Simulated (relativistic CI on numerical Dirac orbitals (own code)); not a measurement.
**Cr X: computed level list**

Calculated at this level of theory: Dirac-Coulomb-Breit CI, orbitals from a KLI potential per configuration, a model potential for QED, unscaled Slater integrals (own radial code, finite nucleus).

CI space (outside the closed core [Ne]): 3s²3p³, 3s3p⁴, 3s²3p²3d, 3p⁵, 3s3p³3d, 3p⁴3d, 3s3p²3d², 3s²3p²4s, 3s²3p²4p, 3s²3p3d4p, 3p⁴4s, 3p⁴4p, 3s²3p²4d, 3s3p²3d4s, 3s3p³4s, 3s²3p²4f, 3s3p³4p, 3s²3p²5s, 3s3p³4d, 3s²3p²5p, 3p³3d4p, 3s²3p4s4p, 3s²3p²5d, 3s3p³4f, 3s²3p²5f, 3s²3p²5g, 3s²3p²6s, 3s3p²4s², 3s²3p²6p, 3s²3p3d², 3s²3d³, 3s3p3d³, 3s²3d²4s, 3s²3d²4p, 3s²3d²4d, 3p³3d², 3p²3d³, 3p²3d²4s, 3p²3d²4p, 3p²3d²4d, 3s²3p3d4s, 3s3p3d²4s, 3s²3d4s², 3s²3d4s4p, 3s²3d4s4d, 3s3p²3d4p, 3s3p3d²4p, 3s3p3d4s4p, 3s3p3d4p², 3s3p3d4p4d, 3p³3d4s, 3p²3d4s², 3p²3d4s4p, 3p²3d4s4d, 3s²3p4s², 3s3p3d4s², 3s²4s²4p, 3s²4s²4d, 3s²3p4p², 3s²3d4p², 3s²4s4p², 3s²4p³, 3s²4p²4d. Double excitations out of closed p, d and f shells are left out; levels of such configurations are missing from the list, as are those of other unlisted configurations, and high levels can miss mixing partners. These lack a partner that the ground configuration has and come out too high: 3s²3p²4f, 3s²3p²5s, 3s3p³4d, 3s²3p²5p, 3s²3p²5d.

The lowest level is 3s²3p³ ⁴S°3/2, with 95 % of that term; Hund's rules for 3s²3p³ give ⁴S° with J = 3/2, in agreement.

```csv
No.,Configuration,Term,J,E (cm⁻¹),%,Landé g,jj configuration (%)
1,3s²3p³,⁴S°,3/2,0,95,1.993,3p1/2 3p3/2^2 (51)
2,3s²3p³,²D°,3/2,39894,89,0.841,3p1/2 3p3/2^2 (44)
3,3s²3p³,²D°,5/2,42154,96,1.200,3p1/2 3p3/2^2 (96)
4,3s²3p³,²P°,1/2,67653,95,0.665,3p1/2 3p3/2^2 (95)
5,3s²3p³,²P°,3/2,70710,87,1.300,3p3/2^3 (72)
6,3s3p⁴,⁴P,5/2,233390,87,1.598,3s 3p3/2^2 (65)
7,3s3p⁴,⁴P,3/2,239413,88,1.732,3s 3p1/2 3p3/2^3 (76)
8,3s3p⁴,⁴P,1/2,242358,87,2.666,3s 3p3/2^4 (33)
9,3s3p⁴,²D,3/2,292120,75,0.805,3s 3p1/2 3p3/2^3 (47)
10,3s3p⁴,²D,5/2,293072,75,1.202,3s 3p1/2 3p3/2^3 (57)
11,3s²3p²3d,²P,3/2,337491,53,1.328,3s 3p1/2 3p3/2^3 (25)
12,3s²3p²3d,²P,1/2,342047,43,0.889,3s 3p1/2 3p3/2^3 (26)
13,3s3p⁴,²S,1/2,354693,67,1.777,3s 3p3/2^4 (40)
14,3s²3p²3d,⁴F,3/2,371353,95,0.415,3p1/2^2 3d3/2 (40)
15,3s²3p²3d,⁴F,5/2,373640,93,1.041,3p1/2 3p3/2 3d3/2 (57)
16,3s²3p²3d,⁴F,7/2,377000,93,1.243,3p1/2 3p3/2 3d5/2 (63)
17,3s²3p²3d,⁴F,9/2,381352,96,1.331,3p3/2^2 3d5/2 (55)
18,3s²3p²3d,²F,5/2,385411,66,1.015,3p1/2 3p3/2 3d3/2 (61)
19,3s²3p²3d,⁴D,1/2,386868,96,0.003,3p1/2 3p3/2 3d3/2 (76)
20,3s²3p²3d,⁴D,7/2,387469,54,1.305,3p1/2 3p3/2 3d5/2 (62)
21,3s²3p²3d,⁴D,3/2,387583,94,1.185,3p1/2 3p3/2 3d3/2 (37)
22,3s²3p²3d,⁴D,5/2,390634,63,1.202,3p1/2 3p3/2 3d5/2 (48)
23,3s²3p²3d,²F,7/2,396973,55,1.259,3p3/2^2 3d5/2 (90)
24,3s²3p²3d,²G,7/2,432347,96,0.891,3p1/2 3p3/2 3d3/2 (51)
25,3s²3p²3d,²G,9/2,433936,96,1.113,3p1/2 3p3/2 3d5/2 (55)
26,3s²3p²3d,²P,3/2,442756,47,1.323,3p1/2 3p3/2 3d5/2 (33)
27,3s²3p²3d,²P,1/2,450462,49,0.726,3p3/2^2 3d5/2 (29)
28,3s²3p²3d,⁴P,5/2,450484,84,1.590,3p1/2 3p3/2 3d5/2 (46)
29,3s²3p²3d,⁴P,3/2,453514,83,1.709,3p1/2 3p3/2 3d3/2 (31)
30,3s²3p²3d,⁴P,1/2,455303,83,2.601,3p3/2^2 3d3/2 (48)
31,3s²3p²3d,²D,3/2,462610,88,0.830,3p3/2^2 3d3/2 (31)
32,3s²3p²3d,²D,5/2,469943,87,1.207,3p3/2^2 3d5/2 (57)
33,3s²3p²3d,²D,5/2,487741,83,1.201,3p1/2 3p3/2 3d5/2 (38)
34,3s²3p²3d,²D,3/2,487992,79,0.805,3p1/2 3p3/2 3d3/2 (35)
35,3s²3p²3d,²P,1/2,505693,61,1.100,3p1/2 3p3/2 3d5/2 (77)
36,3s²3p²3d,²S,1/2,509864,52,1.573,3p1/2 3p3/2 3d3/2 (41)
37,3s²3p²3d,²P,3/2,511089,89,1.327,3p3/2^2 3d5/2 (48)
38,3s²3p²3d,²F,5/2,511832,87,0.887,3p1/2 3p3/2 3d3/2 (34)
39,3s²3p²3d,²F,7/2,513994,96,1.142,3p1/2 3p3/2 3d5/2 (57)
40,3s3p³3d,⁶D°,1/2,531384,99,3.334,3s 3p1/2 3p3/2^2 3d3/2 (53)
41,3s3p³3d,⁶D°,3/2,531524,99,1.866,3s 3p1/2 3p3/2^2 3d3/2 (47)
42,3s3p³3d,⁶D°,5/2,531754,99,1.657,3s 3p1/2 3p3/2^2 3d3/2 (36)
43,3s3p³3d,⁶D°,7/2,532080,99,1.587,3s 3p1/2 3p3/2^2 3d5/2 (33)
44,3s3p³3d,⁶D°,9/2,532545,99,1.555,3s 3p1/2 3p3/2^2 3d5/2 (55)
45,3s²3p²3d,²D,5/2,533195,85,1.171,3p3/2^2 3d5/2 (53)
```

Energies count from the lowest computed level; ° marks odd parity. Filled j subshells are mostly left out of the jj labels.

The mean weight of the leading LS term, summed over parents, in these 45 levels is 82 %, and that of the leading jj configuration (from the same eigenvectors) 51 %, so LS coupling describes them better.

At this charge energies of transitions that change n are usually good to better than 1 %, and those within a shell (Δn = 0) to a few per cent.

LS names give the leading component of a level, which can be under half, so a name can repeat, a term be missing and a line seem to break the LS rules.
